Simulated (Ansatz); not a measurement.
CH₆SeSi₂, SMILES `[SiH3][SiH]1C[Se]1` at its PBE0-D4/def2-TZVP geometry, where that method's forces vanish. Total charge 0; spin multiplicity 1.

```xyz
10

Si   -0.0621    1.8070    0.0129
Si   -0.7018   -0.4262    0.1206
C     0.5497   -1.7194   -0.3000
Se    0.3044   -1.6623    1.6931
H    -0.6942    2.5693    1.1207
H     1.4161    1.8560    0.1473
H    -0.4664    2.4198   -1.2819
H    -2.1162   -0.7533   -0.1875
H     1.5515   -1.4303   -0.5988
H     0.2190   -2.6608   -0.7265
```

Q: What forces (eV/Å) does r2SCAN-D4/def2-TZVPP give on these atoms in Ansatz 0.2.0? (An estimate is asked.)

A: Ansatz gave: 
```
Si1 -0.003  0.004 -0.007
Si2 -0.051  0.062 -0.014
C3   0.037 -0.031 -0.200
Se4  0.009 -0.035  0.204
H5   0.016 -0.003 -0.022
H6  -0.025  0.007 -0.003
H7   0.009  0.004  0.024
H8   0.005 -0.005 -0.006
H9  -0.010 -0.013  0.012
H10  0.013  0.011  0.012
```
